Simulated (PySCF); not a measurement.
Compound: C₆H₁₅NSi.
Structure used (PBE0-D3(BJ)/def2-SVP), in Å, numbered top down from 1:
```
atom  x, y, z in Å
C1    -2.4772    0.3996   -0.9926
C2    -2.2943   -0.2064    0.3880
C3    -1.0599   -1.1035    0.4894
N4     0.1824   -0.4390    0.1851
C5     0.7293    0.4727    1.1711
C6     1.9023    1.2093    0.5232
C7     2.6987    0.2195   -0.3405
Si8    1.3234   -0.8512   -1.0633
H9    -1.5941    0.9927   -1.2758
H10   -3.3577    1.0581   -1.0364
H11   -2.6055   -0.3833   -1.7583
H12   -3.1789   -0.8043    0.6673
H13   -2.2267    0.5965    1.1426
H14   -1.0173   -1.5510    1.5036
H15   -1.1850   -1.9519   -0.2069
H16   -0.0307    1.1989    1.5120
H17    1.0680   -0.0727    2.0799
H18    2.5290    1.6975    1.2870
H19    1.5006    2.0102   -0.1207
H20    3.3426    0.7236   -1.0761
H21    3.3482   -0.4157    0.2860
H22    0.8855   -0.4586   -2.4443
H23    1.6352   -2.3183   -1.1198
```

Theory: TDDFT wB97X-D/def2-SVPD, vertical, gas phase, core orbitals frozen in the response in PySCF.

Ground-to-excited transition dipoles (e·a0, same axes as the geometry; the sign carries no meaning), for the states with f of 0.002 or more among the lowest 7:

```tsv
state	E (eV)	μx	μy	μz
S1	5.832	-0.149	0.055	0.006
S2	6.112	-0.063	0.205	-0.253
S3	6.794	-0.201	-0.256	0.382
S4	7.091	0.067	-0.215	0.325
S5	7.143	0.023	-0.139	-0.221
S6	7.492	0.512	-0.021	-0.032
S7	7.830	-0.024	-0.218	-0.384
```

What oscillator strength does each state have?

f = (2/3) ΔE |μ|² with ΔE in hartree (27.2114 eV).

| state | \|μ\|² (au) | \|μ\| (D) | f |
| --- | --- | --- | --- |
| S1 | 0.025 | 0.40 | 0.004 |
| S2 | 0.110 | 0.84 | 0.016 |
| S3 | 0.252 | 1.28 | 0.042 |
| S4 | 0.156 | 1.01 | 0.027 |
| S5 | 0.069 | 0.67 | 0.012 |
| S6 | 0.264 | 1.31 | 0.048 |
| S7 | 0.195 | 1.12 | 0.037 |

What angle do the transition dipoles of S2 and S4 make?

|cos θ| = |μa·μb| / (|μa| |μb|) = 1.00, so θ ≈ 5° (taken between 0 and 90°, since the signs are arbitrary).

All these states lie below the vertical ionisation energy of 7.90 eV (ΔSCF).

Time: 6.1 min of wall time; peak memory 1.4 GiB. Hardware: Intel Xeon at 2.70 GHz, one thread, no GPU (shared host).

One conformer stands for the species.

Without π bonds the low states may be Rydberg-like; a valence basis with one diffuse set may place them up to an eV too high.
